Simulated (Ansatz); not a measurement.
Ideal-gas functions of `O=C1N[Si]1(O)F` at 600 K and 1 bar, from an Ansatz frequency run at PBE0-D4/def2-TZVP.

Molar mass 107.12 g/mol, point group C1 (symmetry number 1), electronic degeneracy 1, moments of inertia 87.321, 239.864, 272.008 u Å². Harmonic wavenumbers (cm⁻¹, unscaled): 120, 236, 253, 314, 348, 459, 465, 623, 685, 690, 812, 963, 995, 1106, 1177, 1897, 3531, 3916.

Use S(trans) = R[1.5 ln M + 2.5 ln T − 1.1517]; rotational temperatures θ = 24.2544 K / I; S(rot) = R[ln(√π/σ · √(T³/θAθBθC)) + 1.5]; for each mode x = 1.438777 ν̃/T, S = R[x/(eˣ − 1) − ln(1 − e⁻ˣ)] and H = RT x/(eˣ − 1); 1 cm⁻¹ = 0.0119627 kJ/mol; R = 8.31446 J/(mol·K).

Problem. By hand: the entropy, in J/(mol·K).

Solution. Translation 181.7. Rotation: θ = 0.2778, 0.1011, 0.0892 K, giving 121.9. Vibration, mode by mode: 18.70, 13.16, 12.60, 10.87, 10.06, 7.92, 7.83, 5.71, 5.06, 5.02, 3.97, 2.99, 2.81, 2.28, 1.99, 0.49, 0.02, 0.01, in all 111.5. Electronic 0.0. Sum 415.1 J/(mol·K).

Problem. By hand: H − E and G − E in kJ/mol, counted from the electronic energy.

Solution. Zero-point energy ½ × 18590 × 0.0119627 = 111.2; thermal vibration 35.9; translation, rotation and pV give 4 RT = 20.0. H − E = 167.1 kJ/mol, and G − E = 167.1 − 600 × 415.1/1000 = -82.0 kJ/mol.

Vibration gives 27 % of the entropy, 18.7 J/(mol·K) of it from the mode under 150 cm⁻¹: soft modes count most, and the harmonic formula is weakest for them. The sum counts one conformer and one mirror image; others add a mixing term.
